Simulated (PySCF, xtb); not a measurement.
C6H5F, SMILES C=C=C(F)C#CC.

GFN2-xTB (xtb 6.7.1) at its own geometry gives an orbital gap of 4.09 eV and a dipole moment of 2.97 D.

The structure is a stationary point at B3LYP-D3(BJ)/def2-SVP. This is a generated structure with no PubChem entry under its InChIKey; it may be hypothetical.

### Question
What does ωB97X/def2-TZVP in PySCF give? (Estimate from the structure and the level; the computed values follow.)

### Answer
gap 10.23 eV (levels -8.94 and 1.30 eV), dipole 2.40 D.
